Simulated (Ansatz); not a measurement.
A run for Ansatz (an electronic-structure program): R-B3LYP-D3(BJ)/def2-TZVP on N2 (SMILES N#N).

Ansatz 0.2 input:
```yaml
crystal:
  periodic: [false, false, false]
  atoms:
    - {symbol: N, position_ang: [0.00000000, 0.00000000, 0.56500000]}
    - {symbol: N, position_ang: [0.00000000, 0.00000000, -0.56500000]}
basis:
  gaussian:
    orbitals: def2-TZVP
hamiltonian:
  xc: b3lyp
  dispersion: d3bj
relax: {f_tol: 0.004, max_steps: 120}
scf: {lower_state_search: off}
```

Output:

```
WARN ansatz: RAYON_NUM_THREADS=4 ignored (pool sized by the plan → 4); use --threads N
Functional definition: B3LYP
these checks for a lower state are left out or cut short: stability, starts, cluster_reference, orbital_swaps, neighbouring_geometries, increment
integrals: 0.01 GiB planned
310 factors; their error is unknown
mean field: 0.11 GiB planned
mean field evaluation 1: about -2980.5055 eV, gradient 2.3e1 eV
mean field evaluation 2: about -2980.9506 eV, gradient 1.7e1 eV
mean field evaluation 4: about -2981.5208 eV, gradient 9.0e-2 eV
mean field evaluation 8: about -2981.5321 eV, gradient 1.8e-4 eV
mean field -2981.53210403 eV, -109.5692838681 hartree, gradient 3.5e-6 eV, S^2 0.000000; 0 other end points of the search recorded, 0 dependent functions left out
the calculation of the forces begins
reference -2981.53226511 eV, -109.5692897876 hartree; 7, 7 occupied and 55, 55 virtual orbitals, 310 factors
relax step   1: F+E_penalty+E_count = -2981.55257972 eV  Δ(F+E_penalty+E_count) = +0.000e0 eV  max|allowed force component| = 5.272e0 eV/Å  Δτ_max = 0.0000 Å  (13 SCF iters, accepted)
these checks for a lower state are left out or cut short: stability, starts, cluster_reference, orbital_swaps, neighbouring_geometries, increment
integrals: 0.01 GiB planned
310 factors; their error is unknown
mean field: 0.11 GiB planned
mean field evaluation 16: about -2981.5879 eV, gradient 5.2e0 eV
mean field -2981.63887541 eV, -109.5732076441 hartree, gradient 2.9e-6 eV, S^2 0.000000; 0 other end points of the search recorded, 0 dependent functions left out
the calculation of the forces begins
reference -2981.63903590 eV, -109.5732135419 hartree; 7, 7 occupied and 55, 55 virtual orbitals, 310 factors
relax step   2: F+E_penalty+E_count = -2981.65935468 eV  Δ(F+E_penalty+E_count) = -1.068e-1 eV  max|allowed force component| = 6.193e-1 eV/Å  Δτ_max = 0.0215 Å  (18 SCF iters, accepted)
these checks for a lower state are left out or cut short: stability, starts, cluster_reference, orbital_swaps, neighbouring_geometries, increment
integrals: 0.01 GiB planned
310 factors; their error is unknown
mean field: 0.11 GiB planned
mean field -2981.64007983 eV, -109.5732519057 hartree, gradient 6.5e-7 eV, S^2 0.000000; 0 other end points of the search recorded, 0 dependent functions left out
the calculation of the forces begins
reference -2981.64024039 eV, -109.5732578059 hartree; 7, 7 occupied and 55, 55 virtual orbitals, 310 factors
relax step   3: F+E_penalty+E_count = -2981.66055877 eV  Δ(F+E_penalty+E_count) = -1.204e-3 eV  max|allowed force component| = 5.844e-2 eV/Å  Δτ_max = 0.0022 Å  (19 SCF iters, accepted)
these checks for a lower state are left out or cut short: stability, starts, cluster_reference, orbital_swaps, neighbouring_geometries, increment
integrals: 0.01 GiB planned
310 factors; their error is unknown
mean field: 0.11 GiB planned
mean field evaluation 32: about -2981.6281 eV, gradient 2.4e-1 eV
mean field -2981.64009085 eV, -109.5732523104 hartree, gradient 7.5e-7 eV, S^2 0.000000; 0 other end points of the search recorded, 0 dependent functions left out
the calculation of the forces begins
reference -2981.64025139 eV, -109.5732582104 hartree; 7, 7 occupied and 55, 55 virtual orbitals, 310 factors
relax step   4: F+E_penalty+E_count = -2981.66056981 eV  Δ(F+E_penalty+E_count) = -1.104e-5 eV  max|allowed force component| = 5.616e-4 eV/Å  Δτ_max = 0.0002 Å  (20 SCF iters, accepted)
Total energy: -2981.66073036 eV, -109.5740107985 hartree
Atom 0 at     0.000000    -0.000000     0.545450 Å, force     0.000000    -0.000000    -0.000562 eV/Å
Atom 1 at    -0.000000     0.000000    -0.545450 Å, force    -0.000000     0.000000     0.000562 eV/Å
Dipole moment:    -0.000000    -0.000000    -0.000000 e Å
Checks for a lower state left out: stability, starts, cluster_reference, orbital_swaps, neighbouring_geometries, increment
```

Self-consistency was reached.

Cost: about 1.9 core-seconds (a rough figure).
